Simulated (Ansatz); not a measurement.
System: BO, charge 0, doublet. BO (SMILES [B]=O, doublet).
B3LYP-D3(BJ)/def2-TZVP minimum from Ansatz (an electronic-structure program):
```xyz
2

B      0.0000     0.0000    -0.7398
O      0.0000     0.0000     0.4623
```
Charge 0, spin multiplicity 2.

Hartree-Fock and MP2 correlation energies in hartree (Ansatz). UHF or UKS for unpaired electrons; spin-orbit terms are left out. Cores are frozen in correlated methods. No relativity. The UHF reference of BO ([B]=O, doublet) is spin-contaminated (<S^2> up to 0.05 over the pure value in the sets run).

```
basis    X      E(HF)  E(corr, MP2)
-------  -  ---------  ------------
cc-pVTZ  3  -99.55653      -0.29796
cc-pVQZ  4  -99.56439      -0.32070
cc-pV5Z  5  -99.56608      withheld
```

Task: Fit E(corr) = E∞ + A/X³ to X = 3 and 4, predict X = 5, and compare with the run.

Result: A = (-0.29796 - (-0.32070))/(1/27 - 1/64) = 1.0620; E∞ = -0.32070 - A/64 = -0.33729; at X = 5, E∞ + A/125 = -0.32880. The run gave -0.33006, 1.26 mEh below the prediction. The same form on X = 4 and 5 gives E∞ = -0.33988, 2.59 mEh below the first estimate.
